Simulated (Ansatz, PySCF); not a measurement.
Molecule: methylborane, CH$_{5}$B, charge 0, multiplicity 1. SMILES: CB
Geometry from a B3LYP-D3(BJ)/def2-TZVP (Ansatz, a quantum-chemistry and plane-wave program) optimisation:
```
C
H 1 1.0911
H 1 1.0911 2 110.17
H 1 1.1043 2 105.74 3 113.82
B 1 1.5512 2 115.05 4 114.15
H 5 1.1943 1 120.91 2 -26.93
H 5 1.1943 6 118.10 1 176.57
```

Quantity: atomisation energy (electronic, to ground-state atoms), in kcal/mol. Valence correlation only, unless marked. UHF or UKS for open shells. Spin-orbit coupling is left out. Non-relativistic unless marked X2C. The coupled-cluster limit lacks core correlation, which all-electron functionals hold. CBS(X,Y): correlation extrapolated as X^-3; Hartree-Fock from the larger set. The bracket is a focal-point correction in the basis named.

```tsv
level	program	atomisation energy (kcal/mol)	rough core time
HF/aug-cc-pVDZ	Ansatz	459.8	-
HF/def2-QZVPP	Ansatz	467.3	-
BLYP-D3(BJ)/def2-TZVPD	Ansatz + dftd3	586.8	under 20 s
revPBE-D3(BJ)/def2-TZVPD	Ansatz + dftd3	581.7	under 20 s
revPBE-D4/def2-TZVPD	Ansatz + dftd4	582.5	under 20 s
PBE0/def2-TZVP	Ansatz	588.5	under 20 s
PBE0/def2-QZVPP	Ansatz	589.3	under 20 s
TPSSh-D3(BJ)/def2-TZVPD	PySCF + dftd3	597.1	-
LC-wPBE/def2-TZVPD	Ansatz	587.2	under 20 s
PBE-QIDH/def2-TZVPD	Ansatz	584.5	under 20 s
MP2/def2-SVP	Ansatz	566.5	-
MP2/CBS(def2-TZVPPD,def2-QZVPPD)	Ansatz	588.8	-
RI-MP2/cc-pVQZ	Ansatz	584.6	under 20 s
SCS-MP2/cc-pVQZ	Ansatz	588.1	-
SCS-MP2/def2-QZVPPD	Ansatz	588.3	-
CCSD/6-31G	Ansatz	515.0	-
CCSD/cc-pVQZ	Ansatz	578.2	-
CCSD(T)/cc-pVDZ	Ansatz	550.6	under 20 s
X2C-CCSD(T)/cc-pVTZ-DK	Ansatz	576.2	under 20 s
RI-MP2/CBS(def2-TZVPP,def2-QZVPP)+[CCSD(T)-MP2]/def2-TZVPP	Ansatz	587.4	under 20 s
CCSD(T)/CBS(def2-TZVPPD,def2-QZVPPD)	Ansatz	586.6	90 s
```

Core times are rough, on shared machines, summed over the molecules involved; a dash marks a level read off another run, or run on other hardware, by another program or under a memory cap.
